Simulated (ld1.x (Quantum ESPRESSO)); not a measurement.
## Se (Z = 34): one change to a TM potential, before and after

selenium (Se), norm-conserving Troullier–Martins (Kleinman–Bylander form), made with ld1.x (Quantum ESPRESSO) 7.5 (PBE, fully relativistic). Core [Ar] 3d10, reference 4s2 4p2 (charge +2). Waves: 4s (bound): rc 1.50 bohr; 4p (bound): rc 1.65 bohr; 4d channel at 0.2 Ry: rc 1.30 bohr. Local part: all-electron potential smoothed inside 1.55 bohr (lloc = -1). Core correction: Bessel-smoothed model core inside 1.30 bohr.

Open shells are filled in proportion to 2j + 1 (rel_dist='average').

Change: wave 4s (bound): rc 1.50 bohr becomes 4s (bound): rc 1.74 bohr.

Cutoffs: the cutoffs (Ry, on a coarse ladder) from which the occupation-weighted sum of valence levels, in a spherical-Bessel basis at the reference potential, stays within 10 and 1 mRy of its value at 400 Ry; they do not see the model core or the augmentation charge, which bear on the density cutoff. Errors are all-electron minus pseudo energies relative to the spin-unpolarised reference configuration.

Task: Predict the effect on cutoff, ghosts and configuration errors.

Result: The potential gets neither clearly harder nor softer (40 Ry and 55 Ry → 35 Ry and 55 Ry); both files keep a bound ghost (d); of the 7 tests that both files solve, the error grows in 4 and shrinks in 3 by more than 15 % and 0.3 meV (median size 4.1 → 4.9 meV).

```csv
quantity,base,changed
"cutoff, loose",40 Ry,35 Ry
"cutoff, tight",55 Ry,55 Ry
loose cutoff by channel (10 mRy a level),"s 21 Ry, p 18 Ry","s 18 Ry, p 18 Ry"
bound ghosts,"d3/2, d5/2","d3/2, d5/2"
"error for 4s2 4p4, meV [ΔE -31.20 eV]",+5.6,+7.0
"error for 4s2 4p3, meV [ΔE -20.35 eV]",+0.7,+1.3
"error for 4s2 4p1, meV [ΔE 30.87 eV]",-4.1,-2.6
"error for 4s2 4p4.3, meV [ΔE -32.80 eV]",+7.7,+9.2
"error for 4s1 4p4, meV [ΔE -8.82 eV]",-2.1,-4.9
"error for 4s2 4p0, meV [ΔE 73.07 eV]",-37,-28
"error for 4s1 4p5, meV [ΔE -20.33 eV]",+3.0,+0.8
```

 A true bound ghost makes a file unfit for plane-wave use even where its test errors are small: the radial tests pick states by their node count and pass the ghost by.
